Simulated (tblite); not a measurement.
C3H7B2FO.
Structure used (GFN2-xTB), in Å, numbered top down from 1:
```xyz
14
C3H7B2FO angstrom
B      2.468    0.330    0.551
O      1.453   -0.477    0.591
B      0.413   -1.247    0.595
C     -0.766   -0.981   -0.485
C     -1.491    0.273   -0.133
C     -1.392    1.464   -0.692
F     -2.323    0.117    0.930
H      3.401    0.054   -0.116
H      2.445    1.321    1.189
H      0.327   -2.114    1.389
H     -1.480   -1.804   -0.497
H     -0.349   -0.864   -1.484
H     -1.958    2.303   -0.328
H     -0.747    1.625   -1.534
```

Calculated harmonic vibrations of the isolated species, GFN2-xTB (tblite), most abundant isotopes, no scaling. This tight-binding method is rough: wavenumbers can miss measured ones by several per cent, in bad cases by 10 to 20. Modes of hydrogen on boron can be 10 to 20 % off. One conformer, not necessarily the lowest. The optimisation stopped once no atom felt more than 0.01 eV/Å.

Lowest wavenumbers of the output (negative numbers stand for imaginary wavenumbers):
```
mode    cm-1
  1     -27.1
  2      41.9
  3     120.2
  4     166.6
  5     206.0
  6     362.5
  7     391.3
  8     412.9
  9     444.4
 10     564.2
 11     711.4
 12     759.1
 13     797.1
 14     858.0
 15     863.2
```

Problem. Is this structure a minimum?

Solution. Not by this Hessian. 1 mode is imaginary beyond 20i (27i cm⁻¹), so at this level the point lies at or near a first-order saddle. The curvature is small, so loose convergence or finite differences may be the whole cause.

Problem. Which atoms move in the imaginary mode?

Solution. 27i: B1 (three-coordinate boron) 26 %, F7 (vinyl fluorine) 14 %, B3 (three-coordinate boron) 13 %. These are shares of the mass-weighted motion.

Problem. What is the remedy?

Solution. Step along that mode in both directions, optimise again with tighter thresholds and repeat the frequencies. The zero-point energy of this point (62.2 kcal/mol) counts the 35 real modes alone, and thermal corrections from it aren't those of a minimum.
